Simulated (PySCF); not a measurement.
**NMR parameters of SiHMe2(NiPr2)**

SiHMe2(NiPr2), C8H21NSi, point group C1.

Geometry:
| atom | x (Å) | y (Å) | z (Å) |
| --- | --- | --- | --- |
| Si1 | 0.757 | 1.360 | 0.551 |
| H2 | 0.708 | 1.418 | 2.046 |
| C3 | 2.556 | 1.316 | -0.001 |
| H4 | 3.075 | 0.457 | 0.452 |
| H5 | 3.091 | 2.234 | 0.290 |
| H6 | 2.632 | 1.217 | -1.096 |
| C7 | -0.062 | 2.904 | -0.147 |
| H8 | -1.108 | 2.975 | 0.188 |
| H9 | -0.060 | 2.896 | -1.249 |
| H10 | 0.468 | 3.813 | 0.179 |
| N11 | -0.096 | -0.080 | 0.057 |
| C12 | -0.207 | -0.344 | -1.372 |
| C13 | 0.548 | -1.601 | -1.805 |
| C14 | -1.657 | -0.358 | -1.855 |
| C15 | -0.653 | -1.067 | 0.976 |
| C16 | 0.421 | -1.730 | 1.837 |
| C17 | -1.782 | -0.490 | 1.828 |
| H18 | 0.283 | 0.506 | -1.883 |
| H19 | 0.116 | -2.506 | -1.350 |
| H20 | 0.508 | -1.730 | -2.897 |
| H21 | 1.604 | -1.540 | -1.500 |
| H22 | -2.222 | -1.189 | -1.403 |
| H23 | -2.161 | 0.581 | -1.583 |
| H24 | -1.710 | -0.480 | -2.948 |
| H25 | -1.099 | -1.862 | 0.355 |
| H26 | 0.904 | -0.992 | 2.498 |
| H27 | 1.201 | -2.180 | 1.206 |
| H28 | -0.007 | -2.519 | 2.476 |
| H29 | -2.240 | -1.265 | 2.463 |
| H30 | -1.407 | 0.306 | 2.491 |
| H31 | -2.565 | -0.057 | 1.188 |

GIAO calculations in PySCF on the PBE0-D3(BJ)/def2-SVP structure: isolated species, non-relativistic, equivalent atoms averaged; basis pcSseg-1.

Problem. Give the isotropic shieldings (ppm) with B3LYP, PBE0.

Solution. 
```
                                          atoms                             environment  B3LYP   PBE0
                                            Si1             silicon bonded to 2 C, N, H  361.4  373.3
                                            N11              nitrogen bonded to 2 C, Si  193.5  201.1
                                        C12/C15              carbon bonded to 2 C, N, H  131.9  138.7
                                C13/C14/C16/C17                 carbon bonded to C, 3 H  153.5  159.3
                                          C3/C7                carbon bonded to Si, 3 H  180.2  185.4
                                             H2  hydrogen on a silicon bonded to 2 C, N  26.60  26.37
                                        H18/H25   hydrogen on a carbon bonded to 2 C, N  28.61  28.51
H19/H20/H21/H22/H23/H24/H26/H27/H28/H29/H30/H31        hydrogen on a carbon bonded to C  30.30  30.20
                             H4/H5/H6/H8/H9/H10       hydrogen on a carbon bonded to Si  31.32  31.20
                             HOMO–LUMO gap (eV)                                       –   6.51   7.03
```

Problem. And the chemical shifts, against references computed in the same way?

Solution. 
```
                                          atoms  nucleus, reference  B3LYP   PBE0
                                            Si1      $^{29}$Si, TMS  -23.5  -21.3
                                            N11       $^{15}$N, NH3   70.0   64.6
                                        C12/C15       $^{13}$C, TMS   47.3   45.7
                                C13/C14/C16/C17       $^{13}$C, TMS   25.7   25.2
                                          C3/C7       $^{13}$C, TMS   -1.0   -0.9
                                             H2        $^{1}$H, TMS   4.79   4.90
                                        H18/H25        $^{1}$H, TMS   2.77   2.76
H19/H20/H21/H22/H23/H24/H26/H27/H28/H29/H30/H31        $^{1}$H, TMS   1.08   1.06
                             H4/H5/H6/H8/H9/H10        $^{1}$H, TMS   0.06   0.07
```

Problem. Which part of the shielding of Si1 depends on the functional?

Solution. Diamagnetic: B3LYP 885, PBE0 885 ppm; paramagnetic: B3LYP -524, PBE0 -512 ppm. The diamagnetic part, set mainly by inner electrons, hardly moves; the paramagnetic part goes with low-lying magnetically allowed excitations and carries the spread.

Experimental scales use liquid or dissolved standards, which lie at an offset from isolated NH3 (liquid NH3: subtract about 20 ppm).
